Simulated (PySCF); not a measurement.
C2H7BN2O. Atoms are numbered in the order given.

```xyz
13

C      2.7106     0.0771     0.3354
C      1.2370    -0.1048     0.5017
N      0.3887     0.2172    -0.3774
B     -1.0476     0.0318    -0.2390
N     -1.6159    -1.2517    -0.1227
O     -1.8761     1.1260    -0.2536
H      3.1088     0.7354     1.1255
H      2.9324     0.5086    -0.6498
H      3.2312    -0.8891     0.4427
H      0.9310    -0.5533     1.4752
H     -1.0674    -2.0969    -0.1637
H     -2.6158    -1.3957    -0.1438
H     -1.3687     1.9320    -0.3846
```

Geometry optimised at PBE0-D3(BJ)/def2-SVP. The structure was generated by enumeration; whether it is a known compound was not checked. One conformer was computed; it need not be the lowest.

Computed with PySCF with PBE0/pcSseg-1.

GIAO shieldings, no solvent; atoms listed in one row are averaged. δ = σ(ref) − σ: ¹³C against TMS (σ = 186.3 ppm); ¹⁵N against NH3 (σ = 267.4 ppm); ¹¹B against BF3 (σ = 88.8 ppm); ¹⁷O against H2O (σ = 334.2 ppm); ¹H against TMS (σ = 31.56 ppm), references at their B3LYP-D3(BJ)/def2-TZVP geometries, non-relativistic.

| nucleus | atoms | count | δ (ppm) |
|---|---|---|---|
| ¹³C | C2 | 1 | 173.4 |
| ¹³C | C1 | 1 | 32.5 |
| ¹⁵N | N3 | 1 | 396.2 |
| ¹⁵N | N5 | 1 | 56.6 |
| ¹¹B | B4 | 1 | 14.2 |
| ¹⁷O | O6 | 1 | 97.2 |
| ¹H | H10 | 1 | 8.47 |
| ¹H | H13 | 1 | 2.95 |
| ¹H | H7, H8, H9 | 3 | 2.28 |
| ¹H | H12 | 1 | 2.27 |
| ¹H | H11 | 1 | 1.86 |
